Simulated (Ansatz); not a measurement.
Consider the atomization: `[OH][Al]([Cl])[Cl]` → Al• + 2 Cl• + H• + O•.

Program: Ansatz. Geometries: PBE0-D4/def2-TZVP. ΔE: electronic, gas phase. CCSD(T)/CBS adds triple-zeta CCSD(T) − MP2 to the extrapolated MP2 energy (def2 sets, frozen cores). This one scheme is used for every species, atoms too. DFT in def2-TZVPP. B3LYP here is the variant with VWN-RPA as its local correlation; programs differ in this. Open shells (•) are unrestricted, without spin–orbit coupling. Spin–orbit coupling would lower the free atoms: a little for Al, Cl, O. Each species was taken in one conformer, which may not be the lowest.

```json
{"level": "BLYP-D4", "ΔE (kJ/mol)": "1759.1", "difference from CCSD(T)/CBS": "-50.6"}
{"level": "r2SCANh-D4", "ΔE (kJ/mol)": "1795.6", "difference from CCSD(T)/CBS": "-14.1"}
{"level": "BHLYP-D4", "ΔE (kJ/mol)": "1710.8", "difference from CCSD(T)/CBS": "-98.9"}
{"level": "ωB97M-V", "ΔE (kJ/mol)": "1803.2", "difference from CCSD(T)/CBS": "-6.5"}
{"level": "PBE", "ΔE (kJ/mol)": "1793.6", "difference from CCSD(T)/CBS": "-16.1"}
{"level": "B3LYP", "ΔE (kJ/mol)": "1740.7", "difference from CCSD(T)/CBS": "-69.0"}
{"level": "CAM-B3LYP", "ΔE (kJ/mol)": "1765.8", "difference from CCSD(T)/CBS": "-43.9"}
{"level": "HF/def2-TZVPP", "ΔE (kJ/mol)": "1327.2", "difference from CCSD(T)/CBS": "-482.5"}
{"level": "MP2/def2-TZVPP", "ΔE (kJ/mol)": "1828.4", "difference from CCSD(T)/CBS": "18.7"}
{"level": "HF/CBS(def2)", "ΔE (kJ/mol)": "1331.8", "difference from CCSD(T)/CBS": "-477.9"}
{"level": "CCSD(T)/CBS", "ΔE (kJ/mol)": "1809.7", "difference from CCSD(T)/CBS": "0"}
```

Largest T1 diagnostic among the species: 0.018.

At CCSD(T), def2-SVP lies −153.7 kJ/mol from the extrapolated value and def2-TZVPP −64.9 kJ/mol: correlation converges slowly with the basis, and small sets miss more of it in the bonded molecule than in its fragments. From PBE to PBE0 (25 % exact exchange), in def2-TZVPP and without D4, ΔE moves by −31.7 kJ/mol: exact exchange takes away binding that semilocal exchange gives to molecules. Leaving LDA and LC-ωPBE aside and taking each functional with its dispersion term where it has one, the values, not all of them listed here, spread over 105.1 kJ/mol, from BHLYP-D4 to B97M-V. LDA lies +236.2 kJ/mol from PBE without D4, its usual overbinding.

For atomizations the MP2-based limit and the directly extrapolated one differ by several kJ/mol either way, and by 10 to 25 for some Ge, Se and Sn compounds, so smaller differences from it don't rank the levels.
